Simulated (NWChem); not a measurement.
System: silene (CH₄Si); SMILES [SiH2]=C

```xyz
6

C      0.0000     0.0000     1.1569
Si     0.0000     0.0000    -0.5507
H      0.0000     0.9266     1.7379
H      0.0000    -0.9266     1.7379
H      0.0000    -1.2496    -1.3539
H      0.0000     1.2496    -1.3539
```
Atoms are numbered in this order, from 1.

Computed with NWChem. Geometry: optimised at PBE0/def2-SVP.

Order these by “orbital gap (eV)”, lowest first: CAM-B3LYP/aug-pcseg-1; CAM-B3LYP/3-21G; CAM-B3LYP/pcseg-1.

CAM-B3LYP/aug-pcseg-1 (7.52), CAM-B3LYP/pcseg-1 (7.76), CAM-B3LYP/3-21G (8.13)
